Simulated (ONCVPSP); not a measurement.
An all-electron radial function and its pseudo partner (osmium (Os))

Columns: radius, all-electron u(r) and pseudo u(r) of the 5p shell (level -50.90 eV) of osmium in the configuration [Kr] 4d10 4f14 5s2 5p6 5d6 6s2; PW91, scalar-relativistic, ONCV scheme, ONCVPSP 4.0.1.

```json
{"r (bohr)": "0.103", "all-electron": "0.2441", "pseudo": "0.0185"}
{"r (bohr)": "0.205", "all-electron": "0.1143", "pseudo": "0.0757"}
{"r (bohr)": "0.308", "all-electron": "-0.4839", "pseudo": "0.1747"}
{"r (bohr)": "0.410", "all-electron": "-0.5159", "pseudo": "0.3065"}
{"r (bohr)": "0.513", "all-electron": "-0.1528", "pseudo": "0.4580"}
{"r (bohr)": "0.615", "all-electron": "0.2920", "pseudo": "0.6126"}
{"r (bohr)": "0.718", "all-electron": "0.6650", "pseudo": "0.7653"}
{"r (bohr)": "0.820", "all-electron": "0.9113", "pseudo": "0.9037"}
{"r (bohr)": "0.923", "all-electron": "1.0432", "pseudo": "1.0116"}
{"r (bohr)": "1.025", "all-electron": "1.0825", "pseudo": "1.0643"}
{"r (bohr)": "1.128", "all-electron": "1.0580", "pseudo": "1.0537"}
{"r (bohr)": "1.230", "all-electron": "0.9936", "pseudo": "0.9935"}
{"r (bohr)": "1.332", "all-electron": "0.9073", "pseudo": "0.9073"}
{"r (bohr)": "1.435", "all-electron": "0.8107", "pseudo": "0.8107"}
{"r (bohr)": "1.538", "all-electron": "0.7131", "pseudo": "0.7131"}
{"r (bohr)": "1.640", "all-electron": "0.6206", "pseudo": "0.6207"}
{"r (bohr)": "1.743", "all-electron": "0.5344", "pseudo": "0.5344"}
{"r (bohr)": "1.845", "all-electron": "0.4575", "pseudo": "0.4575"}
{"r (bohr)": "1.948", "all-electron": "0.3888", "pseudo": "0.3888"}
{"r (bohr)": "2.050", "all-electron": "0.3294", "pseudo": "0.3294"}
{"r (bohr)": "2.153", "all-electron": "0.2775", "pseudo": "0.2775"}
{"r (bohr)": "2.255", "all-electron": "0.2335", "pseudo": "0.2335"}
{"r (bohr)": "2.358", "all-electron": "0.1955", "pseudo": "0.1955"}
{"r (bohr)": "2.460", "all-electron": "0.1637", "pseudo": "0.1637"}
{"r (bohr)": "2.562", "all-electron": "0.1368", "pseudo": "0.1368"}
{"r (bohr)": "2.665", "all-electron": "0.1139", "pseudo": "0.1139"}
```

Q: How many radial nodes do the two functions have?

A: The all-electron 5p function has n − l − 1 = 3 (the table is too coarse to show those close to the nucleus); the pseudo-wave has 0, since the states of the same l below it are removed with the core.

Q: At about which radius was the pseudo-wave matched?

A: 1.30 bohr, where the columns begin to agree (steps of 0.10 bohr).

Q: Is the pseudo-wave norm-conserving?

A: Yes: the ONCV scheme keeps the norm inside the radius equal to the all-electron one, which fixes the energy derivative of the logarithmic derivative at the level.
